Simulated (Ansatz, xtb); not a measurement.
## C3H3AlF: where a starting geometry ends

The starting geometry of this gas-phase doublet was built from a drawn formula by distance geometry and a force field; its bonds are those of `[H]/[C]=[C]1\[AlH][C@@H]1F`.

```yaml
atoms:
  - { symbol: C, position_ang: [-2.0407, -1.8562, -1.5400] }
  - { symbol: C, position_ang: [-1.9429, -1.0124, -0.4984] }
  - { symbol: C, position_ang: [-1.7133, -0.8436, 0.9479] }
  - { symbol: Al, position_ang: [-1.9602, 0.8483, 0.3333] }
  - { symbol: F, position_ang: [-0.3741, -1.0756, 1.3796] }
  - { symbol: H, position_ang: [-2.2125, -1.3846, -2.5623] }
  - { symbol: H, position_ang: [-2.0981, 2.4506, 0.3925] }
  - { symbol: H, position_ang: [-2.5098, -1.2949, 1.6452] }
```

**Question.** Where would you expect an optimisation with r2SCAN-D4/def2-SVP to take it?

**Answer.** A new bond forms, giving a structure given below by its coordinates. Distances that change by over a tenth: C3–Al4 (1.82 → 2.19 Å). Contacts that close: C1–Al4 (3.29 → 2.00 Å).

The energy falls by 2.31 eV over 21 steps:

```json
{"step": "1", "E − E(last) (eV)": "2.309"}
{"step": "3", "E − E(last) (eV)": "1.693"}
{"step": "5", "E − E(last) (eV)": "1.571"}
{"step": "8", "E − E(last) (eV)": "1.278"}
{"step": "10", "E − E(last) (eV)": "1.018"}
{"step": "12", "E − E(last) (eV)": "0.660"}
{"step": "14", "E − E(last) (eV)": "0.320"}
{"step": "17", "E − E(last) (eV)": "0.014"}
{"step": "19", "E − E(last) (eV)": "0.001"}
{"step": "21", "E − E(last) (eV)": "0.000"}
```

Final geometry (Å):

```yaml
atoms:
  - { symbol: C, position_ang: [-2.2563, -0.8087, -1.3918] }
  - { symbol: C, position_ang: [-1.6960, -1.3224, -0.3305] }
  - { symbol: C, position_ang: [-1.6669, -1.0454, 1.0407] }
  - { symbol: Al, position_ang: [-2.4557, 0.6720, -0.0668] }
  - { symbol: F, position_ang: [-0.4691, -0.8745, 1.6604] }
  - { symbol: H, position_ang: [-2.4035, -1.1991, -2.3989] }
  - { symbol: H, position_ang: [-1.5153, 1.9658, -0.1098] }
  - { symbol: H, position_ang: [-2.3888, -1.5561, 1.6945] }
```

From the same start GFN2-xTB ends elsewhere, differing in C1–Al4 (4.18 against 2.00 Å here), C2–Al4 (3.13 against 2.15 Å here), Al4–F5 (1.85 against 3.05 Å here).

The end wasn't checked by frequencies. Open shells are spin-unrestricted. Run with Ansatz 0.2.0, 2.3 min on 2 threads of Intel(R) Xeon(R) Platinum 8259CL CPU @ 2.50GHz (Skylake/Cascade Lake), with other jobs on the host.
